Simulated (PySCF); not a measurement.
**Correlation energy of C(2+) (carbon, charge +2)**

[He] 2s1 2p1, high-spin 3P determinant (an excited configuration). Calculation: PySCF 2.14, in aug-cc-pCVTZ-DK (7s6p4d2f, 59 functions); the spin-free X2C one-electron Hamiltonian (Gaussian nucleus). Frozen: nothing; 4 electrons correlated.

MP2 pair energies summed by pair of shells (mhartree):

| pair | energy | share (%) |
| --- | --- | --- |
| 1s-1s | -37.23 | 77.9 |
| 1s-2s | -3.63 | 7.6 |
| 2s-2p | -3.59 | 7.5 |
| 1s-2p | -3.33 | 7.0 |

Total MP2 correlation energy: -47.78 mhartree.

Same-spin part -5.77 and opposite-spin part -42.01 mhartree; SCS-MP2 scales them by 1/3 and 6/5 to -52.33 mhartree.
